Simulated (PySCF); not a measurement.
**Polarisability and C₆ of Hf⁶²⁺ (hafnium, charge +62)**

[Ne], closed-shell 1S. All numbers are calculated (PySCF 2.14, the spin-free X2C one-electron Hamiltonian (Gaussian nucleus), in an even-tempered Gaussian basis (19 s from 40 bohr⁻², ratio 2.2; 13 p from 52 bohr⁻², ratio 2.2; 5 d from 210 bohr⁻², ratio 2.4; 5 f from 310 bohr⁻², ratio 2.4; 4 g from 470 bohr⁻², ratio 2.4)). Coupled (time-dependent) response in atomic units; α is the mean over directions.

```tsv
method	mean α (bohr³)	C₆ (like pair)	S(−4)
UHF	3.819e-05	5.058e-07	1.893e-10
PBE0	3.828e-05	5.074e-07	1.905e-10
```

S(−4) is the Cauchy moment in α(ω) = α(0) + S(−4) ω² + …

α(iu) at PBE0:

```json
{"u (hartree)": "0", "α(iu) (bohr³)": "3.828e-05"}
{"u (hartree)": "50.0", "α(iu) (bohr³)": "3.781e-05"}
{"u (hartree)": "100", "α(iu) (bohr³)": "3.648e-05"}
{"u (hartree)": "200", "α(iu) (bohr³)": "3.203e-05"}
{"u (hartree)": "300", "α(iu) (bohr³)": "2.672e-05"}
{"u (hartree)": "400", "α(iu) (bohr³)": "2.176e-05"}
{"u (hartree)": "500", "α(iu) (bohr³)": "1.761e-05"}
{"u (hartree)": "750", "α(iu) (bohr³)": "1.068e-05"}
{"u (hartree)": "1000", "α(iu) (bohr³)": "6.932e-06"}
{"u (hartree)": "1500", "α(iu) (bohr³)": "3.505e-06"}
{"u (hartree)": "2500", "α(iu) (bohr³)": "1.389e-06"}
```

A single London oscillator, α(iu) = α/(1 + u²/ω²), gives C₆ = (3/4) ω α². Matching the computed C₆ needs ω = 4 × 5.074e-07 / (3 × 3.828e-05²) = 462 hartree.

For an ion, C₆ is the dispersion term alone; charge-induced terms of lower order in 1/R come first.

Spin-orbit coupling, which splits the p, d and f shells strongly at this Z, is absent.
